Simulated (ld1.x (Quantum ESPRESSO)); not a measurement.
## u(r) = r·R(r): atom against pseudo-atom (Tm (Z = 69))

Columns: radius, all-electron u(r) and pseudo u(r) of the 5s shell (level -53.37 eV) of thulium in the configuration [Kr] 4d10 4f13 5s2 5p6 5d0 6s2 6p0; PBE, scalar-relativistic, TM scheme, ld1.x (Quantum ESPRESSO) 7.5.

```
r (bohr)  all-electron  pseudo
   0.135        0.3093  0.0465
   0.270       -0.1338  0.1091
   0.405       -0.5616  0.2078
   0.540       -0.2078  0.3637
   0.675        0.3458  0.5814
   0.810        0.7677  0.8199
   0.945        0.9944  0.9985
   1.080        1.0631  1.0631
   1.215        1.0286  1.0286
   1.350        0.9369  0.9369
   1.485        0.8200  0.8200
   1.620        0.6980  0.6980
   1.755        0.5823  0.5823
   1.890        0.4785  0.4785
   2.025        0.3888  0.3888
   2.160        0.3131  0.3131
   2.295        0.2504  0.2504
   2.430        0.1991  0.1991
   2.565        0.1576  0.1576
   2.700        0.1243  0.1243
   2.835        0.0978  0.0978
   2.970        0.0767  0.0767
   3.105        0.0601  0.0601
   3.240        0.0470  0.0470
   3.375        0.0367  0.0367
   3.510        0.0286  0.0286
```

(1) How many radial nodes do the two functions have?

(2) At about which radius was the pseudo-wave matched?

(3) Where does each function peak?

(4) Is the pseudo-wave norm-conserving?

Answers

(1) The all-electron 5s function has n − l − 1 = 4 (the table is too coarse to show those close to the nucleus); the pseudo-wave has 0, since the states of the same l below it are removed with the core.

(2) 1.15 bohr, where the columns begin to agree (steps of 0.14 bohr).

(3) Outermost all-electron maximum near 1.08 bohr, pseudo maximum near 1.08 bohr (to the table’s step).

(4) Yes: the TM scheme keeps the norm inside the radius equal to the all-electron one, which fixes the energy derivative of the logarithmic derivative at the level.
